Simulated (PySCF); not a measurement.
## Electron affinity of Ba by level of theory

Ba- [Xe] 5d1 6s2 (2D) → Ba [Xe] 6s2 (1S), as a difference of total energies. Computed with PySCF 2.14 in aug-cc-pwCVTZ-X2C (11s10p8d4f, 109 functions), with the spin-free X2C one-electron Hamiltonian (Gaussian nucleus). Correlated levels: valence: [Xe] frozen; valence and next inner shell: [Kr] 4d10 frozen. The calculations carry no spin-orbit coupling.

```json
{"method": "UHF", "electron affinity (eV)": "-0.853"}
{"method": "LDA", "electron affinity (eV)": "0.052"}
{"method": "PBE", "electron affinity (eV)": "0.063"}
{"method": "PBE0", "electron affinity (eV)": "-0.073"}
{"method": "r2SCAN", "electron affinity (eV)": "0.182"}
{"method": "PBEsol", "electron affinity (eV)": "0.042"}
{"method": "BHandHLYP", "electron affinity (eV)": "-0.396"}
{"method": "B2PLYP", "electron affinity (eV)": "-0.360"}
{"method": "MP2 (valence)", "electron affinity (eV)": "-0.715"}
{"method": "SCS-MP2 (valence)", "electron affinity (eV)": "-0.773"}
{"method": "MP2 (valence and next inner shell)", "electron affinity (eV)": "-0.703"}
{"method": "SCS-MP2 (valence and next inner shell)", "electron affinity (eV)": "-0.757"}
```

A first-order spin-orbit estimate (lowest level to lowest level, LS coupling) adds 0.044 eV.

The configuration of this anion was assumed by filling the next shell in order. It is not the known or likely ground configuration (Ca⁻, Sr⁻ and Ba⁻, for instance, bind a p electron), so these values are not the electron affinity of the element.

A negative affinity means that the anion lies above the atom at that level of theory.

In the anion the highest occupied orbital energy is positive at LDA, PBE, PBE0, r2SCAN, PBEsol, BHandHLYP, B2PLYP, a self-interaction effect; the basis confines that electron, and the energy difference can still be sensible.
